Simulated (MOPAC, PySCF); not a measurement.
CH₃NOSi, SMILES `N#CO[SiH3]`, neutral singlet in the gas phase. 

Cartesian coordinates (Å):
```xyz
7

N      2.7258     0.3642     0.0586
C      1.6927    -0.1348    -0.0765
O      0.5619    -0.7172    -0.2352
Si    -0.9589     0.0022     0.0184
H     -1.0869     1.1477    -0.8999
H     -1.0383     0.4305     1.4264
H     -1.9024    -1.0802    -0.2954
```
Charge 0, multiplicity 1.

All levels are single points at this geometry (B3LYP-D3(BJ)/def2-TZVP); Pople sets use spherical d functions. Orbital energies aren't observables, and empty levels follow the basis.

B3LYP/3-21G in PySCF gives dipole (D) = 4.61.

Problem. Estimate the dipole (D) from each of these levels: B3LYP-D3(BJ)/def2-TZVP in PySCF; B3LYP/6-311+G** in PySCF; B3LYP/6-31G* in PySCF; BP86/6-31G* in PySCF; M06-2X/6-31G* in PySCF; PBE/6-31G* in PySCF; HF/3-21G in PySCF; HF/6-31G* in PySCF; HF/STO-3G in PySCF; AM1 in MOPAC; PM3 in MOPAC; PM7 in MOPAC.

Solution. 
| level | dipole (D) |
|---|---|
| B3LYP-D3(BJ)/def2-TZVP in PySCF | 4.70 |
| B3LYP/6-311+G** in PySCF | 4.86 |
| B3LYP/6-31G* in PySCF | 4.63 |
| BP86/6-31G* in PySCF | 4.57 |
| M06-2X/6-31G* in PySCF | 4.63 |
| PBE/6-31G* in PySCF | 4.57 |
| HF/3-21G in PySCF | 4.88 |
| HF/6-31G* in PySCF | 4.88 |
| HF/STO-3G in PySCF | 4.51 |
| AM1 in MOPAC | 3.74 |
| PM3 in MOPAC | 4.64 |
| PM7 in MOPAC | 4.93 |
